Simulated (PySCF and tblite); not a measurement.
The numbers below are computed, except where a source is named.
System: C5H10SiSn, numbered as in [SiH3:1][C:2]1=[CH:3][C@@H:4]([SnH3:5])[CH:6]=[CH:7]1.

The path came from a restrained scan, a climbing-image band and a saddle search at GFN2-xTB; energies are PBE0/pcSseg-1 (def2-TZVP on Sn) + D3(BJ)//B3LYP-D3(BJ)/def2-SVP, thermal terms GFN2-xTB. Rates follow Eyring's equation with the number of equivalent paths and no tunnelling. Run with tblite and PySCF.

Spin–orbit effects of heavy atoms on shieldings are missing.

(1) How high is the barrier to the shift of Sn5 from C4 to C6, through which structure does it pass, and what rate follows at 298 K?

## Answers

(1) The electronic barrier is 6.6 kcal/mol and ΔG‡(298 K) 5.6 kcal/mol, over a Cs saddle with an imaginary mode of 259i cm⁻¹ (GFN2-xTB). With 1 equivalent path, k is 4.7×10⁸ s⁻¹, a mean lifetime of the start of 2.1 ns against this motion.
